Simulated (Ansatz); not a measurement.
Ga₈Sb₈H₂₂, a nanocrystal cut from wurtzite GaSb (hydrogen-capped), relaxed as a singlet with RKS r2SCAN-D4/def2-SVP in Ansatz, starting from a model built from a lattice or polyhedron. Force threshold 0.03 eV/Å.

In the def2 sets Sb takes a core potential; there is no spin–orbit coupling. Single mean-field runs in def2-SVP are fitted with def2-universal-jkfit.

Start:

```
atom   x (Å)   y (Å)   z (Å)
 Ga1   1.044  -3.136   3.557
 Sb2  -0.971  -1.679   4.453
 Sb3   1.872  -2.165   1.248
 Ga4  -0.106  -2.196  -0.482
 Ga5  -1.450   0.270   2.766
 Sb6  -2.091  -0.730   0.424
 Sb7   0.727  -1.232  -2.794
 Ga8  -1.261  -1.240  -4.548
 Ga9  -2.620   1.186  -1.275
Sb10  -3.252   0.213  -3.632
Ga11   2.728   0.322   1.632
Sb12   0.720   1.816   2.524
Sb13   3.533   1.279  -0.683
Ga14   1.566   1.247  -2.432
Ga15   0.213   3.738   0.825
Sb16  -0.432   2.730  -1.538
 H17   0.566  -4.583   3.355
 H18   2.198  -3.134   4.562
 H19  -2.360  -2.653   4.663
 H20  -0.527  -1.032   6.015
 H21   3.193  -3.132   0.658
 H22  -0.588  -3.664  -0.702
 H23  -2.591   1.134   3.286
 H24  -3.496  -1.702   0.576
 H25   2.025  -2.179  -3.397
 H26  -1.704  -2.714  -4.736
 H27  -0.771  -0.684  -5.871
 H28  -3.744   2.063  -0.733
 H29  -4.632  -0.759  -3.464
 H30  -3.572   1.498  -4.737
 H31   3.871   0.346   2.625
 H32   1.156   2.436   4.018
 H33   4.857   0.327  -1.301
 H34   4.071   2.920  -0.459
 H35   2.033   1.849  -3.791
 H36  -0.931   4.588   1.350
 H37   1.495   4.634   0.674
 H38  -0.769   4.017  -2.634
```

Task: Estimate the energy that the relaxation releases and the steps that it takes.

Result: 36.2 kcal/mol, in 7 steps; 40 s on 4 threads of AMD EPYC 7R13 on a shared host and a share (37 GiB) of an NVIDIA H100 80GB HBM3. No frequencies were taken in this run, so the end may be a saddle point.

Task: Does the start keep its bonding?

Result: By distances, no bond broke or formed. The bond that changes most is Ga8–Sb10, from 2.63 to 2.72 Å (atoms count from 1).

Task: Predict the relaxed structure.

Result: 
```tsv
atom	x (Å)	y (Å)	z (Å)
Ga1	1.2103	-3.4060	3.5977
Sb2	-0.7893	-1.7048	4.3094
Sb3	1.8149	-2.1248	1.3222
Ga4	-0.1020	-2.2718	-0.5042
Ga5	-1.5815	0.3786	2.8398
Sb6	-2.0153	-0.6371	0.4218
Sb7	0.6500	-1.1591	-2.7909
Ga8	-1.1531	-1.4456	-4.7534
Ga9	-2.7318	1.3292	-1.2174
Sb10	-3.0294	0.1443	-3.5912
Ga11	2.7050	0.3232	1.7873
Sb12	0.6019	1.8202	2.4211
Sb13	3.3329	1.2047	-0.6623
Ga14	1.4671	1.3486	-2.5780
Ga15	0.2901	3.9883	0.8530
Sb16	-0.4804	2.7152	-1.3926
H17	0.5123	-4.7644	3.2725
H18	2.3469	-3.1901	4.6469
H19	-2.1976	-2.5750	4.7031
H20	-0.5107	-1.0833	5.8686
H21	3.1434	-2.9263	0.6154
H22	-0.6559	-3.7248	-0.6885
H23	-2.7996	1.1466	3.4475
H24	-3.4004	-1.6153	0.5852
H25	2.0505	-2.0184	-3.2459
H26	-1.7462	-2.8898	-4.7237
H27	-0.6762	-0.6791	-6.0280
H28	-3.9918	2.1305	-0.7555
H29	-4.5329	-0.6509	-3.5414
H30	-3.5052	1.3782	-4.6618
H31	3.9204	0.4259	2.7657
H32	1.0107	2.3984	3.9704
H33	4.5801	0.2071	-1.2509
H34	4.2388	2.6416	-0.5812
H35	2.0340	1.9880	-3.8874
H36	-0.9067	4.8346	1.3919
H37	1.7319	4.5380	0.5725
H38	-0.8354	3.9254	-2.5376
```
Bond lengths (bridged metal pairs left out): 21 × Ga–Sb 2.65 to 2.72 Å; 11 × Ga–H 1.56 to 1.57 Å; 11 × H–Sb 1.70 Å.
